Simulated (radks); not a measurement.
The numbers below are computed, except where a source is named.
The nuclear charge of the tantalum ion Ta2+ is varied continuously with 71 electrons held in [Xe] 4f14 5d3. Code: a radial shooting solver on a logarithmic mesh with Libxc functionals. Model: scalar-relativistic Kohn-Sham, PBE, spin-polarised, spherical densities, finite nucleus; open shells are filled with parallel spins first (spin-orbit coupling, left out, can overturn this in heavy ions); Fermi nuclear charge, rms radius 5.3507 fm. By the Hellmann-Feynman theorem dE/dZ = E(electron-nucleus)/Z, the electronic potential at the nucleus (averaged over a nucleus of fixed radius). The scalar-relativistic energy here is not variational (the density holds large components alone), so the two differ by a part that grows with Z.

| Z | E (hartree) | E(electron-nucleus)/Z (hartree) | HOMO | e(HOMO) (eV) | <r> HOMO (bohr) |
|---|---|---|---|---|---|
| 72.5 | -15337.2772 | -521.761 | 5d | -13.554 | 2.135 |
| 72.75 | -15469.0336 | -524.484 | 5d | -16.289 | 2.049 |
| 73 | -15601.4835 | -527.208 | 5d | -19.180 | 1.974 |
| 73.25 | -15734.6275 | -529.934 | 5d | -22.217 | 1.908 |
| 73.5 | -15868.4662 | -532.662 | 5d | -25.390 | 1.849 |
| 73.75 | -16003.0005 | -535.393 | 5d | -28.692 | 1.797 |
| 74 | -16138.2312 | -538.128 | 5d | -32.118 | 1.749 |

The central difference of E at Z = 73 is -531.188 hartree, to compare with the third column; the second derivative is -11.1 hartree.
